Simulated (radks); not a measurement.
Neutral nitrogen inside a hard spherical wall (all orbitals vanish at R), configuration held at [He] 2s2 2p3 and not refilled when levels cross. All-electron calculation, non-relativistic Kohn-Sham, PBE, spin-polarised, spherical densities, point nucleus; open shells are filled with parallel spins first. Program: a radial shooting solver on a logarithmic mesh with Libxc functionals. Eigenvalues in eV for spin up, with the zero of energy where the potential of the charges vanishes at infinity; a dash marks a level that is unbound or too diffuse for the functional's potential to be trusted. A positive occupied level is held by the wall or, in an anion where self-interaction has pushed it up, behind a barrier. The pressure on the wall is -dE/dV.

R (bohr)  E (hartree)  kinetic (hartree)    e(1s)    e(2s)   e(2p)  e(3s, empty)  e(3p, empty)  pressure (GPa)
free        -54.53576             54.382  -383.93  -19.852  -8.304             -             -               0
15          -54.53576             54.382  -383.93  -19.852  -8.304             -             -        < 0.0001
10          -54.53575             54.382  -383.93  -19.851  -8.304         0.150         1.623        0.000128
6           -54.53381             54.399  -383.74  -19.727  -8.169         3.385         6.287           0.203
5           -54.52596             54.452  -383.25  -19.415  -7.816         6.909        10.540            1.50
3.5         -54.41008             55.036  -379.21  -16.922  -4.911        24.169        28.519            42.9
3           -54.22258             55.813  -374.84  -14.080  -1.660        39.906        43.441             152
2.5         -53.71896             57.573  -366.36   -7.929   5.066        70.223        70.662             603
